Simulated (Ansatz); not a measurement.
Consider the formal hydrolysis of a C–B bond: `BC(=C)SC` + H₂O → `C=C(O)SC` + BH₃.

Calculated with Ansatz (gas phase, PBE0-D4/def2-TZVP geometries, no zero-point term in ΔE). CBS: MP2 limit from def2 TZ/QZ plus the TZ coupled-cluster correction, frozen cores. This one scheme is used for every species. DFT in def2-TZVPP. B3LYP here is the variant with VWN-RPA as its local correlation; programs differ in this. One conformer a species, not always the lowest.

```csv
level,ΔE (kJ/mol),difference from CCSD(T)/CBS
PBE-D4,87.1,-7.0
B3LYP-D4,84.4,-9.7
ωB97M-V,82.6,-11.5
PBE,84.8,-9.3
B3LYP,80.6,-13.5
CCSD/def2-TZVPP,86.6,-7.5
CCSD(T)/def2-TZVPP,88.8,-5.3
HF/def2-QZVPP,72.6,-21.5
SCS-MP2/def2-QZVPP,90.1,-4.0
HF/CBS(def2),72.7,-21.4
CCSD(T)/CBS,94.1,0
```

Largest T1 diagnostic among the species: 0.012.

The D4 term adds +3.8 kJ/mol with B3LYP and +2.0 kJ/mol with PBE0; it sums over pairs of atoms, weighted by their polarisabilities, and B3LYP, whose exchange is more repulsive, gets the larger term. In def2-TZVPP, CCSD(T) changes the Hartree–Fock value by +16.9 kJ/mol (the triples alone add +2.2 kJ/mol) and MP2 by +21.5 kJ/mol.
